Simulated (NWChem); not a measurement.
System: BeHSI; SMILES [SH][Be][I]

NWChem input:

```
start job
memory heap 200 mb stack 900 mb global 1100 mb
geometry units angstroms noautoz
  Be     0.015615     1.185207     0.000000
  I     -0.079055    -0.983915     0.000000
  S      0.113863     3.088476     0.000000
  H     -1.234310     3.216237     0.000000
end
basis spherical
  * library def2-svp
end
ecp
  I library def2-ecp
end
dft
  xc xcamb88 1.00 lyp 0.81 vwn_5 0.19 hfexch 1.00
  cam 0.33 cam_alpha 0.19 cam_beta 0.46
  iterations 150
  vectors input atomic output neutral.movecs
end
task dft energy
charge 1
dft
  odft
  mult 2
  vectors input atomic output cation.movecs
end
task dft energy
```

Structure relaxed at the PBE0/def2-SVP level. Not confirmed as a minimum by frequencies. def2 effective core potentials on I; no spin-orbit coupling.

Ions are spin-unrestricted doublets at the neutral geometry; other ion states weren't tried.

Problem. What results follow from this input? (CAM-B3LYP/def2-SVP with def2 effective core potentials on I, vertical spin-unrestricted ions.) Quantities: vertical ionisation energy, ΔSCF (eV); −ε(HOMO) (eV).

Solution. The vertical ionisation energy, ΔSCF (eV) comes out as 9.89 and the −ε(HOMO) (eV) is 8.84.
